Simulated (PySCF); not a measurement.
## Correlation energy of Sb³⁺ (antimony, charge +3)

[Kr] 4d10 5s2, closed-shell 1S. All numbers are calculated (PySCF 2.14, scalar relativity through the core potential, in def2-TZVP with the def2 core potential (28 electrons) (6s5p3d2f, 50 functions)). Frozen: 4s2 4p6 4d10; 2 electrons correlated.

Total MP2 correlation energy: -26.40 mhartree.

Same-spin part 0.00 and opposite-spin part -26.40 mhartree; SCS-MP2 scales them by 1/3 and 6/5 to -31.69 mhartree.

With two correlated electrons CCSD is exact within the correlated space (frozen core and kept virtual orbitals).

| level | correlation energy (mhartree) |
| --- | --- |
| CCSD | -35.77 |

Diagnostics: T1 = 0.0032, D1 = 0.0046, largest double amplitude 0.098.

Cost of the coupled-cluster step: 0.2 s of wall time on 1 thread of Neoverse-V1 (shared host), for 2 correlated electrons.
